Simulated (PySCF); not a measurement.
SnI2, SMILES [I][Sn][I] (connectivity only; charge and spin as stated), neutral, multiplicity 1.

The structure is a stationary point at ωB97X-D3(BJ)/def2-SVP. The isomer is the one that the SMILES or the coordinates give; other isomers of the formula were not compared. The def2 effective core potentials stand for the cores of I, Sn; spin–orbit coupling is left out.

All values below come from PySCF with TDDFT-CAM-B3LYP/def2-SVPD.

Vertical excitations. The molecule is in vacuum. State labels are in the subgroup C2v.

| state | symmetry | energy (eV) | λ (nm) | f | main pairs |
|---|---|---|---|---|---|
| S1 | B1 | 2.92 | 424 | 0.006 | HOMO→LUMO 100 % |
| S2 | A2 | 3.16 | 392 | 0.000 | HOMO−1→LUMO 99 % |
| S3 | B2 | 3.80 | 327 | 0.040 | HOMO−2→LUMO 93 % |
| S4 | B1 | 4.26 | 291 | 0.005 | HOMO−4→LUMO 99 % |
| S5 | A1 | 4.39 | 282 | 0.002 | HOMO−3→LUMO 86 % |
| S6 | A2 | 4.82 | 257 | 0.000 | HOMO−5→LUMO 99 % |
| S7 | B2 | 5.00 | 248 | 0.000 | HOMO−1→LUMO+1 65 %, HOMO→LUMO+2 30 % |
| S8 | A1 | 5.09 | 243 | 0.142 | HOMO→LUMO+1 80 % |
| S9 | A2 | 5.30 | 234 | 0.000 | HOMO−2→LUMO+1 93 % |
| S10 | A1 | 5.32 | 233 | 0.002 | HOMO−1→LUMO+2 90 % |
| T1 | B1 | 2.24 | 554 | 0 | HOMO→LUMO 93 % |
| T2 | A2 | 3.06 | 406 | 0 | HOMO−1→LUMO 99 % |
| T3 | B2 | 3.26 | 380 | 0 | HOMO−2→LUMO 99 % |
| T4 | A1 | 3.70 | 335 | 0 | HOMO−3→LUMO 98 % |
Triplets are in the Tamm–Dancoff approximation, which puts them higher than full response would, so one can lie above its singlet here.
